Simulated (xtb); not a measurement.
F$_{4}$Ti, charge -1, doublet, geometry from GFN2-xTB (such geometries of metal compounds can be far from the true shape) (the multiplicity is a formal guess). Base run: GFN2-xTB (xtb 6.7.1).

Here is a job for xtb.
```
$ xtb mol.xyz --gfn 2 --chrg -1 --uhf 1 --json

# file mol.xyz
5

Ti    -0.00000000    -0.00000000    -0.00000000
F      1.24118707     0.52094629    -1.19108730
F      1.05052930    -0.83865025     1.19317781
F     -1.25479205    -0.63428937    -1.11972909
F     -1.03692432     0.95199333     1.11763858
```

Each row names what was changed in the base input (with any setting that the change needs).

```
change          ΔE vs base (kcal/mol)  G_solv (kcal/mol)  SCF cycles
--------------  ---------------------  -----------------  ----------
base                            0.000                  -          10
etemp = 5000                   -10.25                  -           9
acc = 1000                      0.023                  -           5
etemp = 3000                    -3.52                  -          10
alpb = water                   -37.57             -37.61           9
alpb = cs2                     -39.05             -39.08          10
gbsa = toluene                 -44.73             -44.73           9
etemp = 1000                   -0.099                  -           9
alpb = hexane                  -30.97             -31.03           9
```

ALPB and GBSA are two models with their own fitted parameters for each solvent, which aren't always the measured dielectric constant.
